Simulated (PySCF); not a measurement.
## Gallium: highly charged ions in a basis for the neutral atom

Ga¹¹⁺ [Ar] 3d2, Ga¹²⁺ [Ar] 3d1. Computed with PySCF 2.14 in x2c-SVPall, with scalar relativity by spin-free X2C-1e. No spin-orbit coupling, so a gap to NIST mixes the basis error with missing relativistic terms.

Changed run: basis of the neutral atom used for a highly charged ion. This setting is unsound on purpose.

```
species  method  sound run (hartree)  changed run (hartree)  converged
  Ga¹¹⁺     UHF              not run            -1890.39904        yes
  Ga¹¹⁺    MN15              not run            -1892.45184        yes
  Ga¹¹⁺    BP86              not run            -1891.58228        yes
  Ga¹²⁺     UHF              not run            -1878.22421        yes
  Ga¹²⁺    MN15              not run            -1880.29592        yes
  Ga¹²⁺    BP86              not run            -1879.35408        yes
```

Ionisation energy of Ga¹¹⁺:

| method | changed run (eV) | NIST (eV) |
| --- | --- | --- |
| UHF | 331.29 | 319 ± 2.5 |
| MN15 | 330.78 | 319 ± 2.5 |
| BP86 | 332.75 | 319 ± 2.5 |

The contracted functions were made for the neutral atom and can be too rigid for a highly charged ion.
